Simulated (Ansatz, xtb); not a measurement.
**Relative energy of two isomers of CH5GeS−**

We compare a, `[CH3][GeH2][S-]`, a singlet, with b, `[CH3][GeH-][SH]`, a singlet. Both are isolated ions in the gas phase, relaxed with r2SCAN-D4/def2-SVPD; the shapes shown needn't be the lowest conformers.

a (Å):

```xyz
8

C    -1.1792   -0.3471    0.0589
Ge   -0.9221   -0.5289    2.0215
S     1.1302   -0.5766    2.6479
H    -2.2493   -0.3275   -0.2104
H    -0.7059    0.5825   -0.2928
H    -0.6966   -1.1906   -0.4583
H    -1.7662   -1.8017    2.3871
H    -1.7790    0.6455    2.6154
```

b (Å):

```xyz
8

C    -1.1509   -0.0927   -0.0251
Ge   -0.0139   -0.2160    1.6750
S    -1.5808   -1.5418    2.9516
H    -1.0906   -1.0343   -0.5965
H    -0.7568    0.7167   -0.6681
H    -2.2138    0.1164    0.1787
H    -0.6117    1.1448    2.2922
H    -0.8037   -2.6451    3.0175
```

Energies in hartree; the thermal terms are from r2SCAN-D4/def2-SVPD harmonic frequencies (ideal gas, rigid rotor, one conformer each, 298.15 K, 1 atm) and include the zero-point energy:

|  | a | b |
| --- | --- | --- |
| E, CCSD(T)/def2-SVPD | −2513.924306 | −2513.901301 |
| E, MP2/def2-SVPD | −2513.871378 | −2513.844138 |
| E, MP2/def2-TZVPPD | −2514.399109 | −2514.371754 |
| zero-point energy | 0.051771 | 0.050727 |
| H(298 K) − E | 0.058055 | 0.057766 |
| G(298 K) − E | 0.022624 | 0.020579 |

Correct the CCSD(T) difference for the basis set by the MP2 change, then work out ΔE, ΔE₀, ΔH and ΔG for a → b in kcal/mol (1 Eh = 627.51 kcal/mol) and the equilibrium ratio [b]/[a].

1. Differences b − a: CCSD(T) +0.023005, MP2 in the small set +0.027240, MP2 in the large set +0.027355 Eh.
2. ΔE = +0.023005 + (+0.027355 − (+0.027240)) = +0.023120 Eh = +14.51 kcal/mol.
3. ΔE₀ = ΔE + ΔZPE = +0.023120 + (−0.001044) Eh = +13.85 kcal/mol.
4. ΔH = ΔE + (−0.000289) Eh = +14.33 kcal/mol.
5. ΔG = ΔE + (−0.002045) Eh = +13.22 kcal/mol, so ΔS = (ΔH − ΔG)/T = +15.5 J/(mol K).
6. kT = 0.9442 mEh, so K = [b]/[a] = exp(−ΔG/kT) = exp(−22.32) ≈ 2.0 × 10^−10.

Structure a is favoured at this temperature. An error of 1 kcal/mol in ΔG would change K by a factor of 5.4. Mirror images and further conformers aren't counted.

As drawn, b has 1 S–H in place of 1 Ge–H.

Other levels gave ΔE = +8.1 (GFN2-xTB); +6.1 (HF/STO-3G, GFN2-xTB geometries); +14.4 (r2SCAN-D4/def2-SVPD//GFN2-xTB); +14.2 (r2SCAN-D4/def2-SVPD); +18.8 (HF/def2-SVPD); +17.1 (MP2/def2-SVPD); +14.4 (CCSD(T)/def2-SVPD) kcal/mol. The correlated steps freeze 15 core orbitals; the filled d shell of Ge is correlated, in a basis made for valence electrons. Programs: Ansatz 0.2.0, xtb 6.7.1.
